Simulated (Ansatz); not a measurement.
ZrBrF₃. Charge 0, multiplicity 1. Geometry relaxed at PBE0-D4/def2-SVP.

```xyz
5

Zr   -0.0849    0.0512    0.0538
Br    1.7933   -1.0816   -1.1370
F    -1.4271    0.5420   -1.1802
F     0.5472    1.6032    0.9241
F    -0.8285   -1.1148    1.3394
```

In the def2 sets Zr takes a core potential; there is no spin–orbit coupling.

Problem. Estimate the harmonic wavenumbers at RKS PBE0-D4/def2-SVP (Ansatz, unscaled). Is this a minimum?

Solution. 114, 114, 153, 162, 162, 309, 696, 714, 714 cm⁻¹. Yes, no mode is imaginary beyond noise. Zero-point energy 18.8 kJ/mol. It took 39 s on 4 threads of Arm Neoverse V2 on a shared host.
